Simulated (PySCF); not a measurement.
# NMR data sheet: C$_{5}$H$_{7}$FO$_{2}$Si

- Formula: C5H7FO2Si
- SMILES: C=C1O[SiH2]C(F)=C[C@@H]1O
- Point group of the computed structure: C1
- Degrees of unsaturation: 3
- Carbon signals: 5
- Proton signals: 7

Atom-mapped SMILES (the numbers label the heavy atoms): `[CH2:1]=[C:2]1[O:3][SiH2:4][C:5]([F:6])=[CH:7][C@@H:8]1[OH:9]`. Each H is labelled by its parent atom. Ha(C1) is cis to O3; Ha(Si4) is cis to O9 on the ring; Hb(C1) is trans to O3; Hb(Si4) is trans to O9 on the ring.

Theoretical values (PySCF 2.14): geometry from GFN2-xTB, σ from GIAO-PBE0/pcSseg-1. One computed conformer, relativity neglected, no solvent model.

Chemical shifts δ = σref − σ; 1H (31.72 ppm), 13C (186.93 ppm), 29Si (349.16 ppm) against TMS; CFCl3 for 19F (170.95 ppm); 17O (336.08 ppm) vs H2O, all at this level.

```tsv
carbon	δC, type	δH (multiplicity)	HMBC from (2–3 bonds)	span of the C tensor (ppm)
C1	98.6, CH2	Ha(C1) 4.77 (m); Hb(C1) 4.65 (m)	H(C8)	163
C2	161.5, C	–	H(C7), Ha(Si4), Hb(Si4), H(C8), Ha(C1), Hb(C1)	194
C5	185.3, C	–	H(C7), Ha(Si4), Hb(Si4), H(C8)	176
C7	131.9, CH	6.85 (m)	Ha(Si4), Hb(Si4), H(C8)	204
C8	72.1, CH	4.82 (m)	H(C7), Ha(C1), Hb(C1)	40
```

Other nuclei:
| atoms | nucleus | environment | δ (ppm) | σ (ppm) |
| --- | --- | --- | --- | --- |
| Ha(Si4) | 1H | hydrogen on a silicon bonded to C, O, in a 6-membered ring | 5.51 | 26.20 |
| Hb(Si4) | 1H | hydrogen on a silicon bonded to C, O, in a 6-membered ring | 5.09 | 26.63 |
| H(O9) | 1H | hydrogen on an alcohol oxygen | 0.95 | 30.76 |
| F6 | 19F | vinylic fluorine | -104.2 | 275.2 |
| Si4 | 29Si | silicon bonded to C, O, 2 H, in a 6-membered ring | -39.0 | 388.1 |
| O9 | 17O | alcohol oxygen | 91.7 | 244.4 |
| O3 | 17O | oxygen bonded to C, Si, in a 6-membered ring | 86.6 | 249.5 |

- Carbon types of the structure: 2 × C, 2 × CH, 1 × CH2, leaving 3 H on heteroatoms.
- δC 185.3: fully substituted alkene carbon.
- δC 161.5: alkene carbon bearing oxygen; an sp2 carbon further deshielded by the attached heteroatom.
- δC 131.9: alkene CH; as expected for a trigonal carbon in a double bond.
- δC 98.6: β carbon of an enol-ether or enamine type C=C; the O or N lone pair pushes π density onto this β carbon and shields it.
- δC 72.1: allylic sp3 CH bonded to O; pulled downfield by the heteroatom.

OH and NH positions are those of a molecule without intermolecular hydrogen bonds; in solution they move with solvent, concentration and temperature, and exchange usually removes their couplings. Splittings by 19F in the carbon and heteronuclear signals aren't shown, as no couplings were computed. Shifts are as computed. Against solution values, carbons near 30 ppm lie about +3 ppm off and those near 130 ppm about +5 ppm. Of 1211 compounds with measured shifts, 218 miss one by over three times the rms of a fit or turn the order of signals round; such compounds aren't used in these exercises. Unscaled 19F shifts against computed CFCl3 carry errors that often reach 10 to 50 ppm. Experimental scales use liquid or dissolved standards, which lie at an offset from isolated H2O (liquid H2O: subtract about 36 ppm). Multiplicities follow the n + 1 count of equivalent neighbours, as no J values were calculated; m marks all less simple cases, F and P coupling included.
